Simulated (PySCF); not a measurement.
**Electron correlation in Sn (tin, neutral)**

[Kr] 4d10 5s2 5p2, high-spin 3P determinant. Computed with PySCF 2.14 in x2c-TZVPPall with one added diffuse shell each of s, p, d, f type (9s7p5d3f, 76 functions), with scalar relativity by spin-free X2C-1e. Frozen: [Kr] 4d10; 4 electrons correlated.

```
  level  correlation energy (mhartree)
   CCSD                         -55.24
    (T)                          -1.57
CCSD(T)                         -56.81
```

Diagnostics: T1 = 0.0092, D1 = 0.0245, largest double amplitude 0.073.

Q: Is a single reference adequate?

A: Mostly. T1 lies below 0.03, but a double amplitude of this size points to a near-degeneracy that CCSD handles and MP2 describes poorly.
